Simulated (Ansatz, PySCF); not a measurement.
Ways to break one bond of FC(F)(F)C(F)(F)F [1,1,1,2,2,2-hexafluoroethane]:

A. FC(F)(F)C(F)(F)F -> 2 F[C](F)F
B. FC(F)(F)C(F)(F)F [1,1,1,2,2,2-hexafluoroethane] -> F atom + F[C](F)C(F)(F)F

Quantity: bond dissociation energy (enthalpy at 298 K, with B3LYP-D3(BJ) rigid-rotor harmonic-oscillator terms), kJ/mol. Each molecule is optimised on its own at B3LYP-D3(BJ)/def2-TZVP (Ansatz, an electronic-structure program), one conformer each, not searched for the lowest. Frequencies are from Ansatz or PySCF. Valence correlation only, unless marked. Open shells are spin-unrestricted. Spin-orbit coupling is left out. Non-relativistic. CBS(X,Y): correlation extrapolated as X^-3; Hartree-Fock from the larger set. The bracket is a focal-point correction in the basis named.

**Question.** Rank them by bond dissociation energy at RI-MP2/CBS(cc-pVTZ,cc-pVQZ)+[CCSD(T)-MP2]/cc-pVTZ (Ansatz), lowest first.

**Answer.** A (414.1 kJ/mol), B (530.4 kJ/mol)
